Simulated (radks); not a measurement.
Values are calculated unless marked as measured or tabulated.
O, configuration [He] 2s2 2p4.

Code: a radial shooting solver on a logarithmic mesh with Libxc functionals. Model: Dirac Kohn-Sham, PBE, spin-unpolarised, spherical densities, finite nucleus; open shells fill j = l - 1/2 first; Fermi nuclear charge, rms radius 2.6991 fm.

Energy parts (Ry):
| part | energy |
|---|---|
| total | -150.00544 |
| kinetic | 149.81439 |
| electron-nucleus | -356.14454 |
| Hartree | 72.87629 |
| exchange-correlation | -16.55159 |

Orbitals (lengths in bohr, moments of r in powers of bohr; <r^-3> diverges for s and p1/2; r(max) is where P^2 peaks; r(90%) holds 90 % of the orbital's charge):
| orbital | occ. | eigenvalue (Ry) | r(90%) | <r^4> | r(max) | <r^-3> |
|---|---|---|---|---|---|---|
| 1s1/2 | 2 | -37.82727 | 0.357 | 0.007595 | 0.1291 | - |
| 2s1/2 | 2 | -1.76074 | 1.83 | 5.036 | 0.8709 | - |
| 2p1/2 | 2 | -0.66515 | 2.22 | 12.41 | 0.8181 | - |
| 2p3/2 | 2 | -0.66246 | 2.23 | 12.50 | 0.8193 | 5.100 |

The highest occupied level is 2p3/2 at -9.013 eV. The electron density at the nucleus is 321.8 e/bohr^3. For comparison, the ionisation energy in NIST's Atomic Spectra Database is 13.618 eV (measured). In exact Kohn-Sham theory the highest level is minus the ionisation energy, but local and semilocal functionals leave it too shallow, through self-interaction and a potential that decays too fast; potentials with the right tail come closer. Summed over all electrons, <r^2> = 11.82 bohr^2, which gives a Langevin (diamagnetic) susceptibility term of -9.36 x 10^-6 cm^3/mol.

Beside tabulated values, note that spin-unpolarised runs miss the spin-polarisation part of the exchange energy of open shells.
